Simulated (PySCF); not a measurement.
Coordinates in bohr (charge 0 multiplicity 2):
```
Ta    0.2313    0.0000    0.0872
O    -2.8201    0.0000   -0.8815
H     1.4996   -2.8970   -1.0867
H     1.4996    2.8970   -1.0867
```

Computed with UPBE0 in PySCF with Ta def2-TZVP with ECP60, O def2-TZVP, H def2-TZVP; scalar-relativistic core potentials, no spin–orbit coupling; density-fitted integrals.

This geometry of H₂TaO is a stationary point at this level.

**Question.** What is the point group?

**Answer.** Cs.

**Question.** Is it a minimum?

**Answer.** Yes: all harmonic wavenumbers are real.

**Question.** List the harmonic modes with their infrared intensities.

**Answer.** 
| symmetry | ω (cm⁻¹) | IR (km/mol) | type |
| --- | --- | --- | --- |
| a' | 508 | 77.7 | bend |
| a'' | 585 | 3.3 | bend |
| a' | 722 | 35.0 | bend |
| a' | 1044 | 159 | stretch |
| a'' | 1836 | 353 | stretch |
| a' | 1853 | 111 | stretch |

**Question.** Give the atomic charges and bond orders.

**Answer.** 
| atom | Mulliken | Löwdin | polar tensor | spin (Mulliken) | Mayer order to Ta1 |
| --- | --- | --- | --- | --- | --- |
| Ta1 | 0.75 | 0.52 | 1.28 | 1.13 | – |
| O2 | -0.47 | -0.25 | -0.71 | -0.08 | 2.29 |
| H3,4 | -0.14 | -0.14 | -0.28 | -0.03 | 0.97 |

**Question.** What is the atomisation energy, with and without zero-point energy?

**Answer.** 1351 kJ/mol without, 1312 kJ/mol with.

Other isomers or separated fragments may lie lower. With open d or f shells other occupations or spin states may lie lower. No spin–orbit coupling is included, which matters more the heavier the element.
